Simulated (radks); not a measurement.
Coherent X-ray form factor from a spherical all-electron density. Calculated with a radial shooting solver on a logarithmic mesh with Libxc functionals: Dirac Kohn-Sham, LDA (Slater exchange, Perdew-Wang correlation), spin-unpolarised, spherical densities, finite nucleus; Fermi nuclear charge, rms radius of each element as measured or else 0.836 A^(1/3) + 0.57 fm.

sin(theta)/lambda (1/angstrom)  f0 (electrons)
0.05                                    16.718
0.1                                     15.930
0.15                                    14.785
0.2                                     13.470
0.25                                    12.156
0.3                                     10.961
0.4                                      9.113
0.5                                      7.924
0.6                                      7.129
0.8                                      5.933
1                                        4.831
1.25                                     3.618
1.5                                      2.719
2                                        1.753

The species is in the configuration that NIST lists as its ground one. Which atom or ion scatters so?

Answer. The potassium ion K2+, [Ne] 3s2 3p5. Extrapolating in s^2 from the first two rows gives f0(0) = 17.0, near the electron count 17; among species with that count, the fall with angle is slower the higher Z, and the table is that of Z = 19; from so few rows the species is fixed only to a neighbour or two.
